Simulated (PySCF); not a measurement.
C₅H₅NO.
Z-matrix (Å and degrees, PBE0-D3(BJ)/def2-SVP geometry), rows numbered from 1:
```
O 
C   1  1.1979
N   2  1.3892  1  124.19
C   3  1.3854  2  125.29  1   179.59
C   4  1.3668  3  107.89  2  -179.83
C   5  1.4342  4  107.40  3    -0.04
C   6  1.3677  5  107.66  4     0.04
H   2  1.1138  1  124.07  3   179.96
H   4  1.0880  3  120.67  2     0.13
H   5  1.0883  4  125.80  3   179.93
H   6  1.0885  5  126.60  4  -179.99
H   7  1.0867  3  119.76  2    -0.21
```

NICS = −σ at a ghost point: NICS(0) at the centroid of the ring atoms, NICS(1) 1 Å to either side along the normal of their mean plane, zz for the tensor component along that normal. Level: GIAO CAM-B3LYP/pcSseg-2 (PySCF, non-relativistic, gas phase) on the PBE0-D3(BJ)/def2-SVP geometry, one conformer.

Ring bond lengths (Å): N3–C4 1.385, C4–C5 1.367, C5–C6 1.434, C6–C7 1.368, C7–N3 1.383.

Q: Give the NICS values of each ring in ppm.

A: 
```
          ring                                               type  NICS(0)  NICS(1), two faces  NICS(1)zz, two faces  rms pucker (Å)  centre to ring atoms, mean (Å)
N3–C4–C5–C6–C7  5-membered ring with N; formal bonds all aromatic    -10.3         -8.5 / -8.5         -25.0 / -25.0            0.00                            1.18
```

Q: What can be read from them?

A: 
- N3–C4–C5–C6–C7: mean NICS(1)zz -25.0 ppm, shielded. The ring is flat and has no four-coordinate atom; by the NICS criterion it is aromatic.

Q: And the bond-length index? Use HOMA with the parameters of Krygowski (1993).

A: 
- N3–C4–C5–C6–C7: HOMA 0.75; the largest term is that of C5–C6, α(R − Ropt)² = 0.55. The geometric and the magnetic index point the same way.

Q: What is the mean of the two in-plane components of NICS at the first NICS(1) probe listed for ring N3–C4–C5–C6–C7, 1 Å off the ring?

A: The isotropic value is a third of the trace: (3 × -8.5 − (-25.0))/2 = -0.2 ppm.

Q: List the ring angles.

A: 
- N3–C4–C5–C6–C7: N3 109.3°, C4 107.9°, C5 107.4°, C6 107.7°, C7 107.8°; sum 540.0° against 540° for a flat convex ring.

Q: How do the values depend on the level or the medium?

A: 
```csv
level,"NICS(0), N3–C4–C5–C6–C7","mean NICS(1)zz, N3–C4–C5–C6–C7"
"CAM-B3LYP/pcSseg-2, gas",-10.3,-25.0
"PBE0/pcSseg-1, gas",-11.3,-24.7
"PBE0/pcSseg-1, IEF-PCM acetone",-11.0,-24.6
"PBE0/pcSseg-1, IEF-PCM acetonitrile",-10.9,-24.6
```

The geometry is the same throughout; the continuum's cavity takes Bondi-type radii × 1.2.
